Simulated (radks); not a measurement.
Mn II, 24 electrons, occupied as [Ar] 3d5 4s1. All-electron calculation, scalar-relativistic Kohn-Sham, r2SCAN, spin-polarised, spherical densities, finite nucleus; open shells are filled with parallel spins first; meta-GGA in the generalised Kohn-Sham scheme; Fermi nuclear charge, rms radius 3.7057 fm. Program: a radial shooting solver on a logarithmic mesh with Libxc functionals.

Local quantities along the radius. ELF = 1/(1 + alpha^2) is the electron localisation function; alpha = (tau - tau_W)/tau_unif compares the Pauli kinetic energy density with that of the uniform gas (summed over spins). tau is taken from the large components.

| r (bohr) | ELF | alpha |
|---|---|---|
| 0.002011 | 1.000 | 0.01563 |
| 0.002639 | 1.000 | 0.01583 |
| 0.003464 | 1.000 | 0.01637 |
| 0.004547 | 1.000 | 0.01733 |
| 0.005969 | 1.000 | 0.01888 |
| 0.007834 | 1.000 | 0.02128 |
| 0.01028 | 0.999 | 0.02507 |
| 0.0135 | 0.999 | 0.03121 |
| 0.01786 | 0.998 | 0.04215 |
| 0.02344 | 0.996 | 0.06199 |
| 0.03077 | 0.990 | 0.1025 |
| 0.04039 | 0.963 | 0.1947 |
| 0.05301 | 0.848 | 0.4238 |
| 0.06958 | 0.523 | 0.9558 |
| 0.09134 | 0.282 | 1.595 |
| 0.1199 | 0.366 | 1.317 |
| 0.1574 | 0.666 | 0.7087 |
| 0.2065 | 0.823 | 0.4640 |
| 0.2711 | 0.780 | 0.5304 |
| 0.3559 | 0.362 | 1.328 |
| 0.4671 | 0.173 | 2.183 |
| 0.6131 | 0.584 | 0.8439 |
| 0.8048 | 0.797 | 0.5041 |
| 1.056 | 0.743 | 0.5888 |
| 1.398 | 0.490 | 1.020 |
| 1.835 | 0.274 | 1.627 |
| 2.408 | 0.315 | 1.473 |
| 3.161 | 0.474 | 1.052 |
| 4.149 | 0.513 | 0.9750 |
| 5.445 | 0.330 | 1.424 |
| 7.148 | 0.059 | 3.989 |

On this mesh the ELF has minima near r = 0.091, 0.47, 2.1 bohr, which separate the shells, and maxima near 0.24 (0.83), 0.80 (0.80), 3.6 (0.52).
